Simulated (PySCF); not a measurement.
Several structures and their simulated spectra, in scrambled order.

A. `CC(C)C1=CCOC1`
B. SMILES C1CC(C2COC2)C1
C. SMILES OC1CC1

Spectrum 1. 13C{1H} NMR (computed): δ 50.9 (CH), 8.1 (CH2).

Spectrum 2. 13C{1H} NMR (computed): δ 78.4 (CH2), 46.0 (CH), 40.0 (CH), 26.3 (CH2), 16.6 (CH2).

Spectrum 3. 13C{1H} NMR (computed): δ 154.8 (C), 126.2 (CH), 81.5 (CH2), 78.2 (CH2), 33.9 (CH), 24.1 (CH3).

[PySCF: couplings computed with B3LYP/pcJ-1 (spin–dipole term left out of most H,H and C,H couplings); GFN2-xTB structure; shieldings: GIAO PBE0/pcSseg-1; averaged over atoms made equivalent by symmetry, fast rotation or ring inversion; no solvent; non-relativistic Hamiltonian; a single conformation]

Scale: TMS for 13C (σref 186.93) (reference shieldings calculated alike). Shifts are as computed. Against solution values, carbons near 30 ppm lie about +3 ppm off and those near 130 ppm about +5 ppm (rms about the fit 2.1 ppm; single classes can miss by 10 ppm). Of 1328 compounds with measured shifts, 309 miss one by over three times the rms of a fit or turn the order of signals round; such compounds aren't used in these exercises. Signals without a measured value on file couldn't be tested in this way; 1H shifts scatter by 0.2 ppm about their fit, and single ones miss by 0.5 ppm.

Q: Which spectrum belongs to which compound?

A: 1–C, 2–B, 3–A.

- Spectrum 1 (C): 2 13C signals; δC 50.9 is a three-membered-ring carbon; δC 8.1 is a three-membered-ring carbon.
- Spectrum 2 (B): 5 13C signals; δC 78.4 is an sp3 CH2 bonded to O; δC 46.0 is an sp3 CH in a ring.
- Spectrum 3 (A): 6 13C signals; δC 154.8 is a fully substituted alkene carbon; δC 126.2 is an alkene CH.
